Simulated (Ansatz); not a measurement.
Ansatz (a first-principles code) input (B3LYP/3-21G): The .json file is the Basis Set Exchange's 3-21G.

Ansatz 0.2 input:
```yaml
crystal:
  periodic: [false, false, false]
  atoms:
    - {symbol: C, position_ang: [-0.95996246, -1.11005754, -0.62521738]}
    - {symbol: C, position_ang: [0.23956458, -0.17384946, -0.59056356]}
    - {symbol: C, position_ang: [1.52908113, -0.83805889, 0.02922468]}
    - {symbol: C, position_ang: [0.06609459, 1.04385345, 0.16775925]}
    - {symbol: O, position_ang: [-0.92292247, 1.19485397, 0.94832779]}
    - {symbol: H, position_ang: [-1.20760704, -1.47369234, 0.37194651]}
    - {symbol: H, position_ang: [-1.83862268, -0.61923856, -1.04279244]}
    - {symbol: H, position_ang: [-0.72185562, -1.96954308, -1.24897007]}
    - {symbol: H, position_ang: [0.54334058, 0.14890000, -1.59692031]}
    - {symbol: H, position_ang: [1.75229131, -1.70272961, -0.59329675]}
    - {symbol: H, position_ang: [2.39173959, -0.17320244, 0.01956341]}
    - {symbol: H, position_ang: [1.33176393, -1.17292668, 1.04608200]}
    - {symbol: H, position_ang: [0.81049883, 1.84074597, 0.11750848]}
    - {symbol: H, position_ang: [-0.92683600, 2.03152949, 1.45303878]}
basis:
  gaussian:
    orbitals: 3-21G.json
hamiltonian:
  xc: {name: B3LYP}
total_charge: 1
output: {forces: true}
```

Output:

```
Functional definition: B3LYP
integrals: 0.02 GiB planned
778 factors; integrals over basis functions are off by at most 9.6e-4 eV
mean field: 0.20 GiB planned
mean field evaluation 1: about -6288.5876 eV, gradient 7.2e1 eV
mean field evaluation 2: about -6283.3640 eV, gradient 8.4e1 eV
mean field evaluation 4: about -6299.3450 eV, gradient 4.5e0 eV
mean field evaluation 8: about -6299.4147 eV, gradient 3.3e-1 eV
mean field evaluation 16: about -6299.4150 eV, gradient 7.3e-5 eV
mean field -6299.41498774 eV, -231.4992309025 hartree, gradient 7.3e-5 eV, S^2 0.000000; 0 other end points of the search recorded, 0 dependent functions left out
the calculation of the forces begins
reference -6299.41520833 eV, -231.4992390093 hartree; 20, 20 occupied and 43, 43 virtual orbitals, 778 factors
Total energy: -6299.41520833 eV, -231.4992390093 hartree
Atom 0 at    -0.959962    -1.110058    -0.625217 Å, force    -0.140541    -0.093324     0.117460 eV/Å
Atom 1 at     0.239565    -0.173849    -0.590564 Å, force     0.105852     0.362845    -0.380626 eV/Å
Atom 2 at     1.529081    -0.838059     0.029225 Å, force     0.231925    -0.223952     0.157847 eV/Å
Atom 3 at     0.066095     1.043853     0.167759 Å, force     1.028222    -0.165252    -0.755158 eV/Å
Atom 4 at    -0.922922     1.194854     0.948328 Å, force    -1.076730    -0.578277     0.369024 eV/Å
Atom 5 at    -1.207607    -1.473692     0.371947 Å, force    -0.013120    -0.026651     0.146381 eV/Å
Atom 6 at    -1.838623    -0.619239    -1.042792 Å, force    -0.112867     0.074625    -0.067756 eV/Å
Atom 7 at    -0.721856    -1.969543    -1.248970 Å, force     0.037498    -0.123287    -0.097729 eV/Å
Atom 8 at     0.543341     0.148900    -1.596920 Å, force     0.030823    -0.056879    -0.188189 eV/Å
Atom 9 at     1.752291    -1.702730    -0.593297 Å, force     0.047733    -0.143685    -0.085506 eV/Å
Atom 10 at     2.391740    -0.173202     0.019563 Å, force     0.120449     0.102119    -0.028712 eV/Å
Atom 11 at     1.331764    -1.172927     1.046082 Å, force    -0.051147    -0.052993     0.122149 eV/Å
Atom 12 at     0.810499     1.840746     0.117508 Å, force     0.141692    -0.067181    -0.136827 eV/Å
Atom 13 at    -0.926836     2.031529     1.453039 Å, force    -0.349789     0.991891     0.827642 eV/Å
Dipole moment:     0.169985     0.882777     0.252569 e Å
```

The dipole moment of an ion depends on the origin.

The geometry given is a B3LYP-D3(BJ)/def2-TZVP minimum.
